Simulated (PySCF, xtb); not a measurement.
CH3ClFNSi2, SMILES F[Si@]1(Cl)N=C[SiH2]1.

GFN2-xTB (xtb 6.7.1) at its own geometry gives an orbital gap of 2.03 eV and a dipole moment of 4.17 D.

Geometry: PBE-D3(BJ)/def2-SVP. The structure was generated by enumeration; whether it is a known compound was not checked.

**Question.** What does PBE0/def2-TZVP run with PySCF give? (An estimate is asked for; the answer gives what the named calculation found.)

**Answer.** gap 5.66 eV (levels -7.44 and -1.78 eV), dipole 3.24 D.
